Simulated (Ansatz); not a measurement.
Reactions of CH$_{4}$Cl$_{2}$GeO$_{2}$, SMILES `C[O][Ge]([OH])([Cl])[Cl]`.

Computed with Ansatz on PBE0-D4/def2-TZVP structures; ΔE is electronic, products minus reactants. CBS: MP2 limit from def2 TZ/QZ plus the TZ coupled-cluster correction, frozen cores. DFT in def2-TZVPP. B3LYP here is the variant with VWN-RPA as its local correlation; programs differ in this. def2 core potentials past Kr. For Ge, Nb, Sn outer-core shells are correlated without core-valence functions, which leaves a few kJ/mol of doubt a bond. Scalar relativity is left out up to krypton. One conformer a species, not always the lowest.

```csv
reaction,CCSD(T)/CBS(def2) (kcal/mol)
`C[O][Ge]([OH])([Cl])[Cl]` + `CNCO` → `CNCOC` + `[OH][Ge]([OH])([Cl])[Cl]`,-3.4
`C[O][Ge]([OH])([Cl])[Cl]` + `[CH3][Nb](=[NH])([NH2])[F]` → `C[N]=[Nb]([CH3])([NH2])[F]` + `[OH][Ge]([OH])([Cl])[Cl]`,-10.0
`C[O][Ge]([OH])([Cl])[Cl]` + `[Cl][SnH2][Cl]` → `[OH][GeH]([Cl])[Cl]` + `C[O][SnH]([Cl])[Cl]`,1.9
`C[O][Ge]([OH])([Cl])[Cl]` + `N=CBN` → `C[O][GeH]([OH])[Cl]` + `N=C(Cl)BN`,?
```

(1) Fill in the missing values. (Best estimate.)

Largest T1 diagnostic: 0.020, for `[CH3][Nb](=[NH])([NH2])[F]`.

Answers

(1) Computed: `C[O][Ge]([OH])([Cl])[Cl]` + `N=CBN` → `C[O][GeH]([OH])[Cl]` + `N=C(Cl)BN`: +19.2 kcal/mol.
